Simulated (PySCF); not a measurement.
## Atomic charges by several schemes

Species: C₃H₇NSSi₂.
Geometry (GFN2-xTB, Å), atoms numbered from 1 in this order:
```xyz
14
C3H7NSSi2 angstrom
N     -2.3911   -2.2938    0.1092
C     -1.5886   -1.5029    0.3121
C     -0.5904   -0.5014    0.5203
C      0.7013   -0.8532   -0.2327
Si     1.9113    0.6217   -0.2220
S      0.5707    2.3194   -0.2680
Si    -1.2558    1.2144   -0.0465
H     -0.3864   -0.4539    1.5963
H      1.1594   -1.7427    0.2039
H      0.4497   -1.1106   -1.2651
H      2.6693    0.6963    1.0223
H      2.7407    0.6667   -1.4155
H     -2.0613    1.8263    0.9977
H     -1.9295    1.1131   -1.3341
```

Density: PBE0/pcSseg-1 (PySCF); schemes: Mulliken, IAO, Hirshfeld and ESP-fitted. Isolated species at its GFN2-xTB geometry (one conformer only).

Question: Give the atomic charges in each scheme.

Answer: In e:

| atom | environment | Mulliken | IAO | Hirshfeld | ESP-fitted |
| --- | --- | --- | --- | --- | --- |
| N1 | nitrile nitrogen | -0.240 | -0.259 | -0.235 | -0.501 |
| C2 | nitrile carbon | +0.126 | +0.134 | +0.075 | +0.471 |
| C3 | sp3 carbon bound to silicon | -0.583 | -0.409 | -0.088 | -0.410 |
| C4 | sp3 carbon bound to silicon | -0.485 | -0.529 | -0.148 | -0.506 |
| Si5 | SiH2 silicon | +0.647 | +0.707 | +0.339 | +0.508 |
| S6 | sulfur bonded to 2 Si | -0.535 | -0.445 | -0.187 | -0.391 |
| Si7 | SiH2 silicon | +0.682 | +0.725 | +0.341 | +0.486 |
| H8 | methine hydrogen | +0.202 | +0.183 | +0.064 | +0.204 |
| H9 | methylene hydrogen | +0.170 | +0.164 | +0.050 | +0.201 |
| H10 | methylene hydrogen | +0.172 | +0.163 | +0.050 | +0.197 |
| H11 | Si–H hydrogen | -0.043 | -0.116 | -0.071 | -0.072 |
| H12 | Si–H hydrogen | -0.049 | -0.106 | -0.065 | -0.073 |
| H13 | Si–H hydrogen | -0.039 | -0.101 | -0.061 | -0.064 |
| H14 | Si–H hydrogen | -0.027 | -0.107 | -0.064 | -0.050 |

Mean size of the charges over all atoms: IAO 0.296 e, ESP-fitted 0.295 e, Mulliken 0.286 e, Hirshfeld 0.131 e. Each set sums to the total charge, 0, to within 0.001 e. The Hirshfeld scheme weights the molecular density at each point by an atom's share of the summed free-atom densities.

Lowest charge. The schemes don't all agree: Mulliken C3 (-0.583); IAO C4 (-0.529); Hirshfeld N1 (-0.235); ESP-fitted C4 (-0.506).

Highest charge. The schemes don't all agree: Mulliken Si7 (+0.682); IAO Si7 (+0.725); Hirshfeld Si7 (+0.341); ESP-fitted Si5 (+0.508).

Question: How many electrons does the ESP-fitted scheme count on Si7?

Answer: Z − q = 14 − (+0.486) = 13.514.

Question: Sum the charges by element, for elements with more than one atom.

Answer: 
```tsv
element	atoms	Mulliken	IAO	Hirshfeld	ESP-fitted
C	3	-0.942	-0.804	-0.160	-0.446
Si	2	+1.330	+1.431	+0.681	+0.994
H	7	+0.387	+0.078	-0.098	+0.343
```
